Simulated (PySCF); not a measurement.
# BI and its ions

r²SCAN; PySCF, scalar-relativistic core potentials, basis sets B aug-cc-pVDZ, I aug-cc-pVDZ-PP with ECP28. Neutral (UKS): singlet (closed shell), Re = 2.156 Å, ωe = 568 cm⁻¹, De = 3.78 eV, HOMO -6.45 eV, LUMO -3.15 eV.

BI⁺ (UKS): doublet (σ ↑), Re = 1.974 Å, ωe = 802 cm⁻¹, De = 3.56 eV to B⁺ + I. The energies at the minima are -320.56918 hartree for BI and -320.23884 for BI⁺.

Problem. Work out the adiabatic ionisation energy, without and with harmonic zero-point energies (1 hartree = 27.2114 eV, 1 eV = 8065.5 cm⁻¹), and the change of the bond length.

Solution. At r²SCAN: 0.33034 hartree = 8.989 eV between the minima; the zero-point term (802.0 − 568.0)/2 cm⁻¹ = +0.015 eV makes it 9.004 eV. Re changes by -18.2 pm against the neutral. Minus the HOMO energy is 6.45 eV, -2.54 eV from the value between the minima; self-interaction puts the Kohn–Sham level too high, less so with exact exchange. The electron leaves a σ orbital, and the shorter bond of the ion fits an antibonding orbital, or a change in how ionic the bond is.

BI⁻ (UKS): doublet (π ↑), Re = 2.401 Å, ωe = 327 cm⁻¹, De = 1.23 eV to B + I⁻. The energies at the minima are -320.56918 hartree for BI and -320.59814 for BI⁻.

Problem. Work out the adiabatic electron affinity, without and with harmonic zero-point energies (1 hartree = 27.2114 eV, 1 eV = 8065.5 cm⁻¹), and the change of the bond length.

Solution. At r²SCAN: 0.02896 hartree = 0.788 eV between the minima; the zero-point term (568.0 − 327.0)/2 cm⁻¹ = +0.015 eV makes it 0.803 eV. Re changes by +24.5 pm against the neutral. The electron enters a π orbital, and the ion is left as a loose complex of an ion and an atom.

These are scalar-relativistic numbers at best; spin–orbit coupling would shift them, the dissociation energy most. For an ion De counts to the pair picked by the measured ionisation energies or electron affinities, which need not be the lowest pair at this level. The highest Kohn–Sham level is positive in this anion. Much of that is self-interaction error, but it also means that the finite basis helps to hold the extra electron. States were picked by a PBE0 search and need not be the measured ground states.
